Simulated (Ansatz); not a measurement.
Consider the atomization: `C[O][In][NH2]`• → C• + 5 H• + In• + N• + O•.

Isolated molecules relaxed with PBE0-D4/def2-TZVP in Ansatz; ΔE leaves out vibrations. CCSD(T)/CBS is the MP2 limit (def2-TZVPP, def2-QZVPP) plus CCSD(T) − MP2 in def2-TZVPP, frozen cores. This one scheme is used for every species, atoms too. DFT in def2-TZVPP. B3LYP here is the variant with VWN-RPA as its local correlation; programs differ in this. HSE06 is defined as in plane-wave codes. No spin–orbit coupling; open shells (•) take unrestricted orbitals. Spin–orbit coupling would lower the free atoms: a little for C, O; strongly for In. def2 core potentials past Kr. For In outer-core shells are correlated without core-valence functions, so the limit isn't a true one: a few kJ/mol of doubt a bond, and 10 to 20 or more in all where bonds break to atoms. One conformer a species, not always the lowest.

| level | ΔE (eV) | difference from CCSD(T)/CBS |
| --- | --- | --- |
| PBE-D4 | 31.06 | 0.76 |
| revPBE-D4 | 30.16 | -0.14 |
| BLYP-D4 | 30.51 | 0.21 |
| r2SCAN-D4 | 30.30 | 0.00 |
| B97M-V | 30.21 | -0.09 |
| PBE0-D4 | 30.11 | -0.19 |
| B3LYP-D4 | 30.25 | -0.05 |
| r2SCANh-D4 | 29.97 | -0.33 |
| HSE06-D4 | 30.14 | -0.16 |
| BHLYP-D4 | 28.95 | -1.35 |
| ωB97X-V | 30.28 | -0.02 |
| ωB97M-V | 30.24 | -0.06 |
| B2PLYP | 29.87 | -0.43 |
| PBE-QIDH | 29.72 | -0.58 |
| PBE | 30.91 | 0.61 |
| revPBE | 29.71 | -0.59 |
| BLYP | 30.18 | -0.12 |
| r2SCAN | 30.26 | -0.04 |
| PBE0 | 29.98 | -0.32 |
| B3LYP | 30.01 | -0.29 |
| r2SCANh | 29.93 | -0.37 |
| r2SCAN0 | 29.47 | -0.83 |
| HSE06 | 30.02 | -0.28 |
| BHLYP | 28.75 | -1.55 |
| CAM-B3LYP | 30.24 | -0.06 |
| LC-ωPBE | 30.13 | -0.17 |
| HF/def2-SVP | 20.10 | -10.20 |
| MP2/def2-SVP | 28.42 | -1.88 |
| CCSD/def2-SVP | 27.64 | -2.66 |
| CCSD(T)/def2-SVP | 28.01 | -2.29 |
| HF/def2-TZVPP | 20.18 | -10.12 |
| MP2/def2-TZVPP | 29.71 | -0.59 |
| SCS-MP2/def2-TZVPP | 29.62 | -0.68 |
| CCSD/def2-TZVPP | 28.73 | -1.57 |
| CCSD(T)/def2-TZVPP | 29.30 | -1.00 |
| HF/def2-QZVPP | 20.26 | -10.04 |
| SCS-MP2/def2-QZVPP | 30.29 | -0.01 |
| HF/CBS(def2) | 20.27 | -10.03 |
| MP2/CBS(def2) | 30.71 | 0.41 |
| CCSD/CBS(def2) | 29.73 | -0.57 |
| CCSD(T)/CBS | 30.30 | 0 |

Largest T1 diagnostic among the species: 0.021.

From PBE to PBE0 (25 % exact exchange), in def2-TZVPP and without D4, ΔE moves by −0.93 eV: exact exchange takes away binding that semilocal exchange gives to molecules. Leaving LDA and LC-ωPBE aside and taking each functional with its dispersion term where it has one, the values spread over 2.11 eV, from BHLYP-D4 to PBE-D4. LDA lies +4.32 eV from PBE without D4, its usual overbinding.

For atomizations the MP2-based limit and the directly extrapolated one differ by several kJ/mol either way, and by 10 to 25 for some Ge, Se and Sn compounds, so smaller differences from it don't rank the levels.
